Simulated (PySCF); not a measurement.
Dipole response of Ba³⁰⁺ (barium, charge +30)

[Ar] 3d8, high-spin 3F determinant. Computed with PySCF 2.14 in an uncontracted even-tempered set (18 s from 4.4 bohr⁻², ratio 2.5; 13 p from 5.7 bohr⁻², ratio 2.5; 8 d from 5.7 bohr⁻², ratio 2.5; 4 f from 25 bohr⁻², ratio 2.7; 3 g from 38 bohr⁻², ratio 2.7), with scalar relativity by spin-free X2C-1e. Coupled (time-dependent) response in atomic units; α is the mean over directions.

```csv
method,mean α (bohr³),C₆ (like pair),S(−4)
UHF,0.008108,0.001704,2.538e-05
```

S(−4) is the Cauchy moment in α(ω) = α(0) + S(−4) ω² + …

Spin-orbit coupling is absent.

α(iu) at UHF:

```csv
u (hartree),α(iu) (bohr³)
0,0.008108
3.00,0.007895
6.00,0.007398
12.0,0.006354
18.0,0.005579
24.0,0.004979
30.0,0.004468
45.0,0.003425
60.0,0.002641
90.0,0.001637
150,0.0007689
```

A single London oscillator, α(iu) = α/(1 + u²/ω²), gives C₆ = (3/4) ω α². Matching the computed C₆ needs ω = 4 × 0.001704 / (3 × 0.008108²) = 34.6 hartree.

For an ion, C₆ is the dispersion term alone; charge-induced terms of lower order in 1/R come first.

Spin-orbit coupling is strong in this species (close to jj coupling), so the high-spin LS determinant is a model state, not a physical level.
